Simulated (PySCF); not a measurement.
**[SeS2]2+, singlet: data card**

Computed with PySCF, PBE0, basis Se def2-TZVP, S def2-TZVP (no relativity, density fitting).

The structure is a minimum.

* Point group: D∞h
* Bond lengths: Se–S 1.948 Å (×2)
* Bond angles: S–Se–S 180.0°
* Principal quadrupole moments (Buckingham, traceless) about the centre of mass: -17.11, -17.11, 34.21 D Å
* Highest occupied level: -21.19 eV
* Zero-point energy: 8.4 kJ/mol
* Principal polarisabilities: 28.6, 28.6, 104.1 bohr³
* Lowest empty level: -16.84 eV
* Entropy at 298.15 K and 1 bar: 274.5 J/(mol K)
* Heat capacity Cp at 298.15 K: 54.0 J/(mol K)
* Rotational symmetry number: 2
* Dipole moment about the centre of mass: 0.00 D
* Enthalpy at 298.15 K above 0 K: 13.49 kJ/mol
* Rotational constants: 0.06948 cm⁻¹

Harmonic modes (masses in u: Se 79.917, S 31.972):
```json
{"symmetry": "πu", "ω (cm⁻¹)": "89", "IR (km/mol, summed over degenerate members)": "12.1", "μ (u)": "43.60", "type": "bend"}
{"symmetry": "σg+", "ω (cm⁻¹)": "523", "IR (km/mol, summed over degenerate members)": "0.0", "μ (u)": "31.97", "type": "stretch"}
{"symmetry": "σu+", "ω (cm⁻¹)": "695", "IR (km/mol, summed over degenerate members)": "0.5", "μ (u)": "43.60", "type": "stretch"}
```

In D∞h the vibrations span πu + σg+ + σu+. The σg+ mode carries no infrared intensity, as symmetry demands. With a centre of inversion only u modes can be infrared active and only g modes Raman active.

Charges (e):
```csv
atom,Mulliken,Löwdin,polar tensor,Mayer order to Se1
Se1,0.71,0.58,0.84,–
"S2,3",0.64,0.71,0.58,2.07
```
Other Mayer orders above 0.3: S–S 0.65.

Mulliken populations on Se1: s 7.66, p 15.19, d 10.40, f 0.03.

Counting electrons, selenium keeps none of its valence electrons outside its bonds, so the VSEPR class is AX2 and the expected shape is linear (D∞h), as computed.

Other isomers or separated fragments may lie lower.

The final relaxation and frequency run took roughly 40 core-seconds on a shared host.
